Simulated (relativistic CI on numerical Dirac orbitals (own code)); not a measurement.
## Magnetism of Ni2+, 3d8, in a crystal field

Calculated by Dirac-Coulomb-Breit CI, separate exchange-only KLI orbitals for each configuration, model QED (radiative potential, 1s self-energy scaled to tabulated hydrogen-like ionisation energies), valence Slater integrals scaled by 0.85, one configuration in a parametric crystal field (own radial code).

Field parameters in Wybourne normalisation: Oh B⁴₀ = 21Dq, B⁴₄ = √(5/14) B⁴₀. The field is a parameter set, without covalency.

S is read from ⟨S²⟩ = S(S + 1).

Powder χT (cm³ K mol⁻¹) by Van Vleck's formula, with temperature-independent terms:

```tsv
Field	2 K	5 K	10 K	20 K	50 K	100 K	200 K	300 K
Oh, 10Dq = 3250 cm⁻¹	1.74	1.74	1.74	1.75	1.77	1.8	1.86	1.92
Oh, 10Dq = 5850 cm⁻¹	1.44	1.44	1.44	1.44	1.45	1.47	1.51	1.54
Oh, 10Dq = 8450 cm⁻¹	1.31	1.31	1.31	1.31	1.32	1.33	1.35	1.38
Oh, 10Dq = 11050 cm⁻¹	1.24	1.24	1.24	1.24	1.24	1.25	1.27	1.29
Oh, 10Dq = 13650 cm⁻¹	1.19	1.19	1.19	1.19	1.2	1.21	1.22	1.24
Oh, 10Dq = 16250 cm⁻¹	1.16	1.16	1.16	1.16	1.17	1.17	1.19	1.2
Oh, 10Dq = 18850 cm⁻¹	1.14	1.14	1.14	1.14	1.14	1.15	1.16	1.17
Oh, 10Dq = 21450 cm⁻¹	1.12	1.12	1.12	1.12	1.13	1.13	1.14	1.15
```

Task: For Oh, 10Dq = 13650 cm⁻¹: what effective moment follows at 300 K?

Result: μ_eff = √(8χT) = 3.14 μB. The ground level has S = 1.00; the spin-only moment for S = 1 is 2.83 μB. The difference comes from the orbital moment, spin-orbit mixing of terms and temperature-independent paramagnetism, all larger in this ionic model than in covalent complexes.
